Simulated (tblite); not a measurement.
Compound: C₆H₁₀O₃S.
Atom-mapped SMILES: `[CH2:1]=[CH:2][C@@H:3]1[CH2:4][C@H:5]([O:6][CH3:7])[S:8]1(=[O:9])=[O:10]` (hydrogens: H11, H12 on C1; H13 on C2; H14 on C3; H15, H16 on C4; H17 on C5; H18, H19, H20 on C7)

Computed with GFN2-xTB (tblite), gas phase: L-BFGS steps from a force-field or distance-geometry start until the largest atomic force falls under 0.01 eV/Å.

Step 20: E = -906.8083 eV
```
atom  x, y, z in Å  |  force x, y, z in eV/Å
C1     -3.5373   -0.0454   -0.4888   -0.014   0.017  -0.026
C2     -2.3324   -0.5830   -0.5232    0.025  -0.012  -0.004
C3     -1.1762   -0.0742    0.2510    0.041  -0.072   0.034
C4     -0.3042    1.0140   -0.3899    0.023  -0.023   0.039
C5      1.0508    0.6028    0.1645    0.038  -0.068   0.009
O6      2.1283    0.8227   -0.6524   -0.033  -0.026   0.005
C7      3.2874    0.1620   -0.1853   -0.011   0.015   0.004
S8      0.3477   -1.1321    0.3247   -0.019   0.045  -0.017
O9      0.5920   -1.7659    1.5951   -0.031   0.038  -0.057
O10     0.5007   -1.9292   -0.8601   -0.013  -0.019   0.054
H11    -3.7512    0.8269    0.1041   -0.040   0.010   0.071
H12    -4.3493   -0.4458   -1.0664   -0.059  -0.004  -0.041
H13    -2.1264   -1.4451   -1.1408    0.079  -0.008  -0.043
H14    -1.4349    0.1730    1.2796   -0.023   0.037  -0.011
H15    -0.6039    2.0324   -0.1498   -0.003  -0.003  -0.019
H16    -0.2705    0.8801   -1.4709   -0.057   0.039   0.000
H17     1.2221    0.9203    1.2026    0.011   0.055  -0.001
H18     4.1123    0.4897   -0.8130   -0.011  -0.007  -0.024
H19     3.1599   -0.9224   -0.2597    0.017   0.001   0.013
H20     3.4801    0.4297    0.8589    0.078  -0.013   0.013
```

Step 21: E = -906.8105 eV
```
atom  x, y, z in Å  |  force x, y, z in eV/Å
C1     -3.5369   -0.0482   -0.4898   -0.040   0.033  -0.027
C2     -2.3285   -0.5769   -0.5270   -0.016  -0.027  -0.010
C3     -1.1778   -0.0691    0.2540    0.043  -0.142   0.038
C4     -0.3039    1.0151   -0.3865    0.040  -0.024   0.045
C5      1.0511    0.6017    0.1660    0.053  -0.076   0.009
O6      2.1268    0.8197   -0.6551   -0.046  -0.046   0.043
C7      3.2883    0.1621   -0.1889   -0.021   0.013   0.008
S8      0.3427   -1.1317    0.3278    0.038   0.048  -0.013
O9      0.5889   -1.7598    1.6003   -0.041   0.026  -0.032
O10     0.4974   -1.9355   -0.8524   -0.031  -0.005   0.043
H11    -3.7595    0.8148    0.1136   -0.038   0.012   0.068
H12    -4.3437   -0.4455   -1.0770   -0.058  -0.006  -0.031
H13    -2.1197   -1.4315   -1.1540    0.104  -0.003  -0.042
H14    -1.4372    0.1719    1.2838   -0.030   0.055  -0.020
H15    -0.6037    2.0330   -0.1487    0.001   0.031  -0.016
H16    -0.2703    0.8768   -1.4666   -0.058   0.051  -0.018
H17     1.2257    0.9161    1.2054    0.012   0.058  -0.034
H18     4.1084    0.4867   -0.8248   -0.006  -0.008   0.000
H19     3.1634   -0.9234   -0.2540    0.004   0.008  -0.004
H20     3.4836    0.4344    0.8540    0.090   0.002  -0.006
```

Step 22: E = -906.8135 eV
```
atom  x, y, z in Å  |  force x, y, z in eV/Å
C1     -3.5369   -0.0516   -0.4917   -0.062   0.043  -0.021
C2     -2.3232   -0.5685   -0.5328   -0.071  -0.042  -0.014
C3     -1.1796   -0.0641    0.2591    0.025  -0.186   0.024
C4     -0.3028    1.0163   -0.3809    0.038  -0.022   0.037
C5      1.0520    0.5986    0.1687    0.049  -0.057   0.005
O6      2.1239    0.8144   -0.6584   -0.038  -0.061   0.075
C7      3.2895    0.1624   -0.1940   -0.019   0.000   0.012
S8      0.3361   -1.1307    0.3320    0.101   0.027   0.003
O9      0.5835   -1.7504    1.6074   -0.043   0.000   0.024
O10     0.4920   -1.9448   -0.8406   -0.050   0.014   0.015
H11    -3.7722    0.7970    0.1287   -0.027  -0.011   0.041
H12    -4.3365   -0.4449   -1.0929   -0.040   0.003  -0.007
H13    -2.1079   -1.4118   -1.1739    0.119   0.020  -0.031
H14    -1.4412    0.1714    1.2896   -0.037   0.067  -0.036
H15    -0.6032    2.0342   -0.1475    0.013   0.057  -0.004
H16    -0.2712    0.8732   -1.4604   -0.052   0.062  -0.026
H17     1.2312    0.9111    1.2089    0.012   0.055  -0.069
H18     4.1026    0.4822   -0.8420   -0.003  -0.009   0.031
H19     3.1685   -0.9246   -0.2458   -0.013   0.015  -0.025
H20     3.4905    0.4413    0.8467    0.099   0.025  -0.035
```

Q: Estimate the geometry and energy of step 23. (The exact step hangs on the optimiser's Hessian estimate; all steps are aligned on step 22, rigid shifts and turns removed.)

A: E = -906.8171 eV, largest force 0.171 eV/Å
```
atom  x, y, z in Å  |  force x, y, z in eV/Å
C1     -3.5377   -0.0551   -0.4946   -0.067   0.035  -0.008
C2     -2.3181   -0.5592   -0.5401   -0.110  -0.052  -0.010
C3     -1.1814   -0.0610    0.2655   -0.008  -0.171  -0.008
C4     -0.3012    1.0173   -0.3736    0.011  -0.019   0.013
C5      1.0534    0.5937    0.1722    0.019  -0.012  -0.001
O6      2.1201    0.8069   -0.6613   -0.007  -0.061   0.080
C7      3.2911    0.1626   -0.2000   -0.003  -0.020   0.015
S8      0.3296   -1.1292    0.3372    0.135  -0.019   0.032
O9      0.5762   -1.7387    1.6164   -0.035  -0.035   0.095
O10     0.4846   -1.9560   -0.8262   -0.058   0.033  -0.023
H11    -3.7883    0.7749    0.1477   -0.007  -0.053  -0.006
H12    -4.3287   -0.4439   -1.1122   -0.015   0.023   0.027
H13    -2.0912   -1.3876   -1.1986    0.110   0.059  -0.011
H14    -1.4468    0.1720    1.2960   -0.041   0.064  -0.056
H15    -0.6024    2.0363   -0.1461    0.032   0.058   0.016
H16    -0.2737    0.8704   -1.4531   -0.037   0.068  -0.021
H17     1.2382    0.9066    1.2120    0.011   0.045  -0.089
H18     4.0954    0.4765   -0.8623   -0.002  -0.009   0.062
H19     3.1746   -0.9257   -0.2362   -0.029   0.016  -0.046
H20     3.5011    0.4500    0.8372    0.100   0.050  -0.062
```

The energy changes by -0.0036 eV. The first-order estimate −F·Δx gives -0.0049 eV and the mean of the old and new forces, exact on a quadratic surface, -0.0036 eV. The step makes an angle of 80° with the force vector and moves no atom by more than 0.038 Å.

What follows is the cost of the whole relaxation. On one thread of an Arm Neoverse V1 (shared host), this took 1.0 s of wall time.
